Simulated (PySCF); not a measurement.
**Trend along group 13: MF molecules**

r²SCAN with triple-zeta basis sets in PySCF, for the lowest determinant that a PBE0 search found; no spin–orbit coupling. De refers to high-spin ground-configuration atoms. A positive dipole means M(−)F(+).

| M | basis | state (unpaired electrons) | Re (Å) | ωe (cm⁻¹) | De (eV) | μ (D) |
| --- | --- | --- | --- | --- | --- | --- |
| B | def2-TZVPP | singlet (closed shell) | 1.267 | 1397 | 7.83 | 1.08 |
| Ga | def2-TZVPP | singlet (closed shell) | 1.782 | 626 | 6.12 | -2.05 |
| In | x2c-TZVPPall | singlet (closed shell) | 1.995 | 533 | 5.59 | -3.02 |
| Tl | def2-TZVPP | singlet (closed shell) | 2.099 | 475 | 5.21 | -3.91 |

(1) The row for M = Al is missing. Estimate Re, ωe and De as the mean of the rows for B and Ga, and compare with the calculation.

The rows differ in basis set, which adds steps of its own.

These are scalar-relativistic numbers at best; spin–orbit coupling would shift them, the dissociation energy most.

Answers

(1) The means are 1.524 Å, 1012 cm⁻¹ and 6.97 eV. r²SCAN in def2-TZVPP gives AlF as a singlet (closed shell) with Re = 1.664 Å, ωe = 787 cm⁻¹, De = 6.89 eV, so the estimate is off by -14.0 pm, +29 % and +0.09 eV.
